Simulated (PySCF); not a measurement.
N,N-disilylmethanamine (CH₉NSi₂), SMILES CN([SiH3])[SiH3].

The structure is a stationary point at ωB97X-D3(BJ)/def2-SVP.

The numbers are results of ωB97X-D3(BJ)/def2-SVP (PySCF 2.14.0), not measurements.

Frequencies are harmonic and unscaled.

| mode | ν (cm⁻¹) | IR (km/mol) | Raman (Å⁴/amu) | depolarisation | moving atoms (share of kinetic energy) |
|---|---|---|---|---|---|
| 1 | 92 | 0.0 | 0.3 | 0.75 | H 79 %, N 13 % |
| 2 | 97 | 0.0 | 0.3 | 0.75 | H 97 % |
| 3 | 116 | 0.0 | 0.2 | 0.75 | H 100 % |
| 4 | 195 | 2.8 | 0.8 | 0.68 | N 49 %, H 41 %, C 8 % |
| 5 | 232 | 0.4 | 0.2 | 0.53 | Si 45 %, H 27 %, N 15 %, C 12 % |
| 6 | 266 | 0.1 | 0.2 | 0.75 | C 36 %, H 35 %, Si 24 % |
| 7 | 567 | 0.2 | 14.6 | 0.19 | Si 58 %, H 20 %, C 16 % |
| 8 | 665 | 0.3 | 3.2 | 0.75 | H 82 %, Si 16 % |
| 9 | 711 | 0.9 | 16.5 | 0.75 | H 90 %, Si 10 % |
| 10 | 733 | 98.6 | 9.5 | 0.68 | H 77 %, N 15 % |
| 11 | 768 | 49.3 | 16.6 | 0.71 | H 75 %, C 12 %, Si 11 % |
| 12 | 936 | 147.7 | 11.8 | 0.75 | H 92 % |
| 13 | 948 | 146.1 | 31.6 | 0.75 | H 95 % |
| 14 | 949 | 446.1 | 8.7 | 0.75 | H 76 %, Si 15 %, N 9 % |
| 15 | 972 | 108.4 | 20.8 | 0.75 | H 65 %, N 24 % |
| 16 | 985 | 169.0 | 13.9 | 0.72 | H 95 % |
| 17 | 1004 | 70.7 | 1.1 | 0.75 | H 86 %, N 11 % |
| 18 | 1023 | 46.3 | 35.3 | 0.75 | H 91 %, Si 8 % |
| 19 | 1142 | 7.4 | 1.2 | 0.45 | H 74 %, C 19 % |
| 20 | 1186 | 168.7 | 0.7 | 0.70 | N 61 %, C 29 % |
| 21 | 1230 | 70.3 | 0.6 | 0.75 | H 49 %, N 32 %, C 16 % |
| 22 | 1464 | 2.5 | 7.1 | 0.75 | H 86 %, C 13 % |
| 23 | 1483 | 6.8 | 16.4 | 0.74 | H 97 % |
| 24 | 1495 | 10.7 | 14.4 | 0.75 | H 97 % |
| 25 | 2220 | 33.3 | 131.1 | 0.75 | H 96 % |
| 26 | 2223 | 322.9 | 47.6 | 0.29 | H 96 % |
| 27 | 2238 | 200.6 | 35.0 | 0.75 | H 98 % |
| 28 | 2246 | 31.9 | 329.5 | 0.08 | H 98 % |
| 29 | 2271 | 0.1 | 0.4 | 0.75 | H 97 % |
| 30 | 2285 | 186.6 | 189.7 | 0.20 | H 97 % |
| 31 | 3028 | 52.0 | 124.8 | 0.02 | H 97 % |
| 32 | 3109 | 23.9 | 74.1 | 0.70 | H 90 %, C 10 % |
| 33 | 3129 | 16.4 | 59.4 | 0.75 | H 90 %, C 10 % |
